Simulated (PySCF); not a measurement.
**Level sweep**

Species: C4H8Ge.
InChI=1S/C4H8Ge/c1-3-4(2)5/h3H,1-2H2,5H3

PySCF, dipoles from the SCF density, polarisabilities from static response with core orbitals frozen. Isolated species at its PBE0-D3(BJ)/def2-SVP geometry (one conformer only). The LDA/def2-SVPD calculation is non-relativistic and has no spin–orbit coupling, an omission that weighs most on germanium.

Compare the levels for these properties.

```csv
level,μ (D),α (Å³),anisotropy (Å³)
LDA/def2-SVPD,0.539,13.06,6.33
PBE/def2-SVPD,0.584,12.84,6.33
B3LYP/def2-SVPD,0.579,12.61,6.29
PBE0/def2-SVPD,0.575,12.49,6.21
BHandHLYP/def2-SVPD,0.573,12.29,6.27
CAM-B3LYP/def2-SVPD,0.555,12.41,6.17
wB97X-D/def2-SVPD,0.562,12.44,6.10
LC-wPBE/def2-SVPD,0.550,12.06,5.95
HF/def2-SVPD,0.631,12.09,6.47
PBE0/6-31G*,0.557,10.25,7.23
PBE0/def2-SVP,0.555,10.93,7.01
PBE0/aug-cc-pVDZ,0.561,12.80,6.25
PBE0/def2-TZVP,0.593,12.15,6.64
PBE0/def2-TZVPD,0.568,12.74,6.25
```

The anisotropy is √(½[(α1 − α2)² + (α2 − α3)² + (α3 − α1)²]). The dipole runs from 0.54 D (LDA/def2-SVPD) to 0.63 D (HF/def2-SVPD). No reference polarisability is at hand; against PBE0 in the largest diffuse basis at hand (def2-TZVPD) the other PBE0 rows deviate by 6-31G* -19%, def2-SVP -14%, def2-SVPD -2%, aug-cc-pVDZ 0%, def2-TZVP -5%. In one basis (def2-SVPD) the functionals order the polarisability from LC-wPBE (lowest) to LDA (highest), a spread of 8%. With PBE0 the polarisability is 11.11 Å³ without diffuse functions (mean of 6-31G*, def2-SVP and def2-TZVP) and 12.67 Å³ with them (mean of def2-SVPD, aug-cc-pVDZ and def2-TZVPD).
